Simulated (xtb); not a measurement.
thiooxirane (C₂H₄S), singlet, from a rough starting geometry; GFN2-xTB (xtb).

Here is a job for xtb.
```
$ xtb mol.xyz --gfn 2 --opt vtight --json

# file mol.xyz
7

C     -0.00333728    -0.71469908    -0.09356840
S     -0.00464861    -0.06138261     1.60484142
C     -0.04536410     0.72612651    -0.06608473
H     -0.93015324    -1.28660770    -0.34787633
H      0.93379380    -1.26708945    -0.37412172
H      0.86702236     1.28234894    -0.31797368
H     -0.97093534     1.25688464    -0.35752767
```

**Question.** Write the output that xtb gives for this input, abridged.

**Answer.** 
```
   ID    Z sym.   atoms
    1    6 C      1, 3
    2   16 S      2
    3    1 H      4-7

           -------------------------------------------------
          |                Calculation Setup                |
           -------------------------------------------------

           -------------------------------------------------
          |                 G F N 2 - x T B                 |
           -------------------------------------------------

          ...................................................
          :                      SETUP                      :
          :.................................................:
          :  # basis functions                  22          :
          :  # atomic orbitals                  21          :
          :  # shells                           11          :
          :  # electrons                        18          :
          :  max. iterations                   250          :
          :  Hamiltonian                  GFN2-xTB          :
          :  restarted?                      false          :
          :  GBSA solvation                  false          :
          :  PC potential                    false          :
          :  electronic temp.          300.0000000     K    :
          :  accuracy                    1.0000000          :
          :  -> integral cutoff          0.2500000E+02      :
          :  -> integral neglect         0.1000000E-07      :
          :  -> SCF convergence          0.1000000E-05 Eh   :
          :  -> wf. convergence          0.1000000E-03 e    :
          :  Broyden damping             0.4000000          :
          :  net charge                          0          :
          :  unpaired electrons                  0          :
          ...................................................

 iter      E             dE          RMSdq      gap      omega  full diag
   1     -9.5851792 -0.958518E+01  0.646E+00    4.65       0.0  T
   2     -9.6195039 -0.343247E-01  0.360E+00    3.66       1.0  T
   3     -9.6228281 -0.332417E-02  0.142E+00    3.81       1.0  T
   4     -9.6250603 -0.223223E-02  0.466E-01    3.59       1.0  T
   5     -9.6250673 -0.695558E-05  0.977E-02    3.58       1.0  T
   6     -9.6250752 -0.794911E-05  0.552E-02    3.58       1.0  T
   7     -9.6250757 -0.451458E-06  0.166E-02    3.58       2.3  T
   8     -9.6250763 -0.614216E-06  0.643E-03    3.58       5.9  T
   9     -9.6250763 -0.103691E-07  0.199E-03    3.58      19.0  T
  10     -9.6250763 -0.608492E-08  0.574E-04    3.58      65.9  T
  11     -9.6250763 -0.697147E-09  0.605E-05    3.58     625.2  T

   *** convergence criteria satisfied after 11 iterations ***

         :::::::::::::::::::::::::::::::::::::::::::::::::::::
         ::                     SUMMARY                     ::
         :::::::::::::::::::::::::::::::::::::::::::::::::::::
         :: total energy              -9.530841875654 Eh    ::
         :: gradient norm              0.064463118858 Eh/a0 ::
         :: HOMO-LUMO gap              3.581317678595 eV    ::
         ::.................................................::
         :: SCC energy                -9.625076011893 Eh    ::
         :: -> isotropic ES            0.004142514791 Eh    ::
         :: -> anisotropic ES          0.000796229457 Eh    ::
         :: -> anisotropic XC          0.009768833155 Eh    ::
         :: -> dispersion             -0.002865016530 Eh    ::
         :: repulsion energy           0.094234136239 Eh    ::
         :: add. restraining           0.000000000000 Eh    ::
         :: total charge              -0.000000000000 e     ::
         :::::::::::::::::::::::::::::::::::::::::::::::::::::

      -----------------------------------------------------------
     |                   =====================                   |
     |                        A N C O P T                        |
     |                   =====================                   |
     |               Approximate Normal Coordinate               |
     |                Rational Function Optimizer                |
      -----------------------------------------------------------
      -----------------------------------------------------------
     |                   =====================                   |
     |                        A N C O P T                        |
     |                   =====================                   |
     |               Approximate Normal Coordinate               |
     |                Rational Function Optimizer                |
      -----------------------------------------------------------

          ...................................................
          :                      SETUP                      :
          :.................................................:
          :   optimization level         verytight          :
          :   max. optcycles                   200          :
          :   ANC micro-cycles                  20          :
          :   degrees of freedom                15          :
          :.................................................:
          :   RF solver                   davidson          :
          :   write xtbopt.log                true          :
          :   linear?                        false          :
          :   energy convergence         0.1000000E-06 Eh   :
          :   grad. convergence          0.2000000E-03 Eh/α :
          :   maxmium RF displ.          1.0000000          :
          :   Hlow (freq-cutoff)         0.1000000E-01      :
          :   Hmax (freq-cutoff)         5.0000000          :
          :   S6 in model hess.         20.0000000          :
          ...................................................

generating ANC from exact Hessian ...
Using Lindh-Hessian (1995)
 Shifting diagonal of input Hessian by    0.0000000000000000
 Lowest  eigenvalues of input Hessian
    0.000000    0.000000    0.000000    0.000000    0.000000    0.000000
[...]
 * total energy  :    -9.5308419 Eh     change       -0.2499334E-11 Eh
 * total energy  :    -9.5343187 Eh     change       -0.3476842E-02 Eh
 * total energy  :    -9.5348975 Eh     change       -0.5787982E-03 Eh
 * total energy  :    -9.5349561 Eh     change       -0.5858200E-04 Eh
 * total energy  :    -9.5349650 Eh     change       -0.8888642E-05 Eh
 * total energy  :    -9.5349657 Eh     change       -0.7152936E-06 Eh
 * total energy  :    -9.5349658 Eh     change       -0.4972837E-07 Eh
   *** GEOMETRY OPTIMIZATION CONVERGED AFTER 7 ITERATIONS ***
[...]
          :  net charge                          0          :
          :  unpaired electrons                  0          :
          ...................................................

 iter      E             dE          RMSdq      gap      omega  full diag
   1     -9.6418649 -0.964186E+01  0.419E-05    3.69       0.0  T
   2     -9.6418649 -0.247979E-11  0.242E-05    3.69    1564.6  T
   3     -9.6418649 -0.564881E-12  0.151E-05    3.69    2504.4  T

   *** convergence criteria satisfied after 3 iterations ***

         :::::::::::::::::::::::::::::::::::::::::::::::::::::
         ::                     SUMMARY                     ::
         :::::::::::::::::::::::::::::::::::::::::::::::::::::
         :: total energy              -9.534965751711 Eh    ::
         :: gradient norm              0.000056071643 Eh/a0 ::
         :: HOMO-LUMO gap              3.685384935578 eV    ::
         ::.................................................::
         :: SCC energy                -9.641864645167 Eh    ::
         :: -> isotropic ES            0.003735505749 Eh    ::
         :: -> anisotropic ES          0.000722631957 Eh    ::
         :: -> anisotropic XC          0.009162603001 Eh    ::
         :: -> dispersion             -0.002870409660 Eh    ::
         :: repulsion energy           0.106898893456 Eh    ::
         :: add. restraining           0.000000000000 Eh    ::
         :: total charge              -0.000000000000 e     ::
         :::::::::::::::::::::::::::::::::::::::::::::::::::::

           -------------------------------------------------
          |                Property Printout                |
           -------------------------------------------------

    * Orbital Energies and Occupations

         #    Occupation            Energy/Eh            Energy/eV
      -------------------------------------------------------------
         1        2.0000           -0.7185757             -19.5534
         2        2.0000           -0.6353717             -17.2893
         3        2.0000           -0.5957585             -16.2114
         4        2.0000           -0.5463373             -14.8666
         5        2.0000           -0.5262702             -14.3205
         6        2.0000           -0.4804720             -13.0743
         7        2.0000           -0.4682969             -12.7430
         8        2.0000           -0.4419329             -12.0256
         9        2.0000           -0.3639097              -9.9025 (HOMO)
        10                         -0.2284743              -6.2171 (LUMO)
        11                         -0.1557958              -4.2394
        12                         -0.0006718              -0.0183
        13                          0.0026503               0.0721
        14                          0.0117889               0.3208
        15                          0.0195278               0.5314
        16                          0.1497355               4.0745
        17                          0.1887645               5.1365
        18                          0.1906994               5.1892
        19                          0.3002087               8.1691
        20                          0.3280142               8.9257
        21                          0.3796922              10.3320
      -------------------------------------------------------------
                  HL-Gap            0.1354354 Eh            3.6854 eV
             Fermi-level           -0.2961920 Eh           -8.0598 eV

     #   Z          covCN         q      C6AA      α(0)
     1   6 C        3.800    -0.005    20.662     6.472
     2  16 S        1.942    -0.206   149.825    20.601
     3   6 C        3.800    -0.005    20.662     6.472
     4   1 H        0.925     0.054     2.273     2.358
     5   1 H        0.925     0.054     2.273     2.358
     6   1 H        0.925     0.054     2.273     2.358
     7   1 H        0.925     0.054     2.273     2.358

 Mol. C6AA /au·bohr⁶  :        744.857065
 Mol. C8AA /au·bohr⁸  :      24062.708925
 Mol. α(0) /au        :         42.976442

Wiberg/Mayer (AO) data.
largest (>0.10) Wiberg bond orders for each atom

 ---------------------------------------------------------------------------
     #   Z sym  total        # sym  WBO       # sym  WBO       # sym  WBO
 ---------------------------------------------------------------------------
     1   6 C    3.952 --     3 C    1.031     4 H    0.979     5 H    0.979
                             2 S    0.963
     2  16 S    1.966 --     3 C    0.963     1 C    0.963
     3   6 C    3.952 --     1 C    1.031     7 H    0.979     6 H    0.979
                             2 S    0.963
     4   1 H    0.997 --     1 C    0.979
     5   1 H    0.997 --     1 C    0.979
     6   1 H    0.997 --     3 C    0.979
     7   1 H    0.997 --     3 C    0.979
 ---------------------------------------------------------------------------

Topologies differ in total number of bonds
Writing topology from bond orders to xtbtopo.mol

molecular dipole:
                 x           y           z       tot (Debye)
 q only:       -0.002       0.012      -0.747
   full:       -0.003       0.017      -1.072       2.726
molecular quadrupole (traceless):
                xx          xy          yy          xz          yz          zz
 q only:        0.892      -0.017       1.738       0.035       0.090      -2.631
  q+dip:        3.439       0.014       2.688       0.038       0.171      -6.127
   full:        2.062      -0.017       2.887       0.045       0.155      -4.948

optimized geometry written to: xtbopt.xyz

           -------------------------------------------------
          | TOTAL ENERGY               -9.534965751711 Eh   |
          | GRADIENT NORM               0.000056071643 Eh/α |
          | HOMO-LUMO GAP               3.685384935578 eV   |
           -------------------------------------------------

normal termination of xtb
```
